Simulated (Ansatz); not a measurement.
Consider the ligand exchange at the Si–S bond: `O[SiH](O)S[SiH2]Cl` + `N[SiH](Cl)Cl` → `O[SiH](O)N[SiH](Cl)Cl` + `S[SiH2]Cl`.

Computed with Ansatz on PBE0-D4/def2-TZVP structures; ΔE is electronic, products minus reactants. CCSD(T)/CBS is the MP2 limit (def2-TZVPP, def2-QZVPP) plus CCSD(T) − MP2 in def2-TZVPP, frozen cores. DFT in def2-TZVPP. B3LYP here is the variant with VWN-RPA as its local correlation; programs differ in this. Each species was taken in one conformer, which may not be the lowest.

`O[SiH](O)S[SiH2]Cl`:

Cartesian coordinates in Å:
```
O -1.275 -1.130 -1.981
Si -0.926 -0.346 -0.590
O -2.017 -0.778 0.535
S 1.088 -0.900 -0.082
Si 1.575 0.818 1.063
Cl 2.187 2.380 -0.122
H -0.587 -1.192 -2.644
H -1.025 1.123 -0.681
H -2.125 -1.711 0.728
H 2.703 0.449 1.942
H 0.402 1.287 1.832
```

`N[SiH](Cl)Cl`:

Z-matrix (Å, degrees):
```
Si
Cl 1 2.041
Cl 1 2.056 2 107.0
N 1 1.692 2 107.5 3 124.1
H 1 1.472 2 110.9 3 -115.5
H 4 1.007 1 120.6 2 -43.0
H 4 1.008 1 120.1 2 169.5
```

`O[SiH](O)N[SiH](Cl)Cl`:

Z-matrix (Å, degrees):
```
Si
O 1 1.638
N 1 1.726 2 115.2
O 1 1.633 2 106.2 3 114.7
H 1 1.479 2 109.3 3 -122.3
H 2 0.959 1 117.6 3 70.6
Si 3 1.694 1 129.2 2 -76.2
H 3 1.013 1 114.1 2 95.2
H 4 0.958 1 116.6 2 28.4
Cl 7 2.044 3 110.2 1 135.8
Cl 7 2.054 3 107.2 1 16.0
H 7 1.472 3 116.2 1 -103.1
```

`S[SiH2]Cl`:

Z-matrix (Å, degrees):
```
Si
Cl 1 2.054
S 1 2.120 2 112.9
H 1 1.478 2 108.5 3 -116.6
H 1 1.479 2 106.5 3 122.3
H 3 1.344 1 94.3 2 70.4
```

Q: Is it downhill or uphill in electronic energy at CCSD(T)/CBS, and by how much? (An estimate is asked.)

A: Ansatz gave: Downhill: ΔE = -0.07 eV.

Q: What do these levels give: PBE-D4, PBE0-D4, B3LYP-D4, ωB97X-V, PBE, r2SCAN, HF/def2-TZVPP, SCS-MP2/def2-TZVPP, SCS-MP2/def2-QZVPP, HF/CBS(def2), MP2/CBS(def2), CCSD/CBS(def2)? (Estimate.)

A: The calculation gave: PBE-D4 0.04, PBE0-D4 0.01, B3LYP-D4 -0.08, ωB97X-V -0.07, PBE 0.05, r2SCAN -0.02, HF/def2-TZVPP -0.17, SCS-MP2/def2-TZVPP -0.11, SCS-MP2/def2-QZVPP -0.08, HF/CBS(def2) -0.18, MP2/CBS(def2) -0.03, CCSD/CBS(def2) -0.09 eV.

Largest T1 diagnostic among the species: 0.011.

In def2-TZVPP, CCSD(T) changes the Hartree–Fock value by +0.05 eV (the triples alone add +0.02 eV) and MP2 by +0.10 eV. From PBE to PBE0 (25 % exact exchange), in def2-TZVPP and without D4, ΔE moves by −0.04 eV.
